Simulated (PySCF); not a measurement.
HO2Si, SMILES [Si](=O)=[OH+], charge +1. Atoms are numbered in the order given.

```xyz
4

O     -0.0038    -1.5792     0.0000
Si     0.0215    -0.0854     0.0000
O     -0.0915     1.4477     0.0000
H      0.4620     2.2468     0.0000
```
Charge +1, spin multiplicity 1.

Coordinates come from a B3LYP-D3(BJ)/def2-TZVP optimisation. The isomer is the one that the SMILES or the coordinates give; other isomers of the formula were not compared.

Two levels are set side by side: PBE/pcSseg-2 (PySCF) and B3LYP/pcSseg-2 (PySCF). GIAO shifts against H2O (¹⁷O), TMS (²⁹Si), TMS (¹H) at the same level; non-relativistic, no solvent, atoms listed together averaged. Differences are taken from unrounded values.

| quantity | B3LYP | PBE | PBE minus B3LYP |
|---|---|---|---|
| δ(¹⁷O) of O1 (ppm) | 146.4 | 146.7 | 0.3 |
| δ(²⁹Si) of Si2 (ppm) | -67.5 | -75.9 | -8.4 |
| δ(¹⁷O) of O3 (ppm) | 42.6 | 49.5 | 6.9 |
| δ(¹H) of H4 (ppm) | 7.38 | 7.07 | -0.31 |

Rough cost on one machine, each run with all the roots and properties that it gave: B3LYP against PBE within a factor of 2.
